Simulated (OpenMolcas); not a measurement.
Cr4+ with its 6 nearest fluoride ions at 1.84 Å, on the Ge site of Cs2GeF6 (a = 9.021 Å, distance in the model lattice 1.804 Å). The rest of the host is ab initio model potentials to 7.6 Å and point charges beyond; the distance is set by hand and nothing relaxes. Ligand basis ANO-RCC-VDZP.

* Program: OpenMolcas
* Method: SS-CASPT2, IPEA 0.25 Eh, imaginary shift 0.1 Eh (closed shells correlated: 3s 3p and the ligand valence shells)
* Basis: ANO-RCC-VDZP [5s4p2d1f]
* Scalar Hamiltonian: DKH2, point nucleus
* Active space: 2 electrons in 5 orbitals (3d)
* State averaging: 2S+1 = 3 even, 10 roots; 2S+1 = 1 even, 15 roots
* Spin-orbit coupling: state interaction with AMFI integrals over the reference wave functions

Problem. What is the spin-free ground state (labels of O, the rotations of Oh)?

Solution. 3T1, 3-fold in its orbital part; it has the highest spin that d2 allows.

Problem. Where is the first state of the same spin?

Solution. 3T2 at 23900 cm-1 above the ground state.

Problem. What are the lowest two levels with spin-orbit coupling?

Solution. A 2-fold level E, then a 3-fold level T2 6 cm-1 above it. Their leading multiplicities are 3 (100 %) and 3 (100 %).

Problem. What is χT at 300 K, and how does it compare with the textbook value?

Solution. The lowest level has 2S+1 = 3, for which the spin-only value is χT = S(S+1) / 2 = 1.000 cm3 K/mol (g = 2). The computed 0.722 at 300 K differs by -0.278, through orbital momentum, spin-orbit coupling and any other state in reach. With a threefold ground state the orbital momentum is unquenched, so the spin-only value is not expected to hold.

Problem. Which ligand-field parameters describe the states?

Solution. A least-squares ligand-field fit to the states below 45000 cm-1, each weighted by its degeneracy and with a free common offset, gives 10Dq = 24838 cm-1, B = 795 cm-1 and C = 2571 cm-1 (C/B = 3.23), with an rms deviation of 349 cm-1. The same method and metal basis give the free ion B = 1173 cm-1 (fit to its terms below 60000 cm-1, rms deviation 807 cm-1), so the nephelauxetic ratio is β = 795 / 1173 = 0.68; it hangs on how both fits weigh the states, and computed free-ion B values tend to be too large, so β mixes covalency with correlation.

Roots that are degenerate in the reference are averaged as groups; the widest CASPT2 spread within a group is 1400 cm-1 (the 3-fold group of multiplicity 1 near 37700 cm-1 above the lowest state of its run). Shifts and gaps below about the spread of the groups concerned are not significant. Over all roots computed the reference weight is 0.69 to 0.71; a low but even weight reflects the number of correlated electrons. An orbital triplet at a regular site is open to Jahn-Teller coupling, which can distort the site and quench the lowest spin-orbit gaps and is left out. The least metal-like active orbital is 80 % on the metal (Löwdin) and no ligand orbital is active, so the numbers are rough. Ligand-to-metal charge-transfer states are missing. With no ligand orbital active B as a rule stays too high, so bands that hang on it stand too high and its fall with covalency is understated. With one d shell and no ligand orbital active, 10Dq can be off by a tenth or more. No measured value stands beside these numbers; the geometry was set by hand and not optimised.
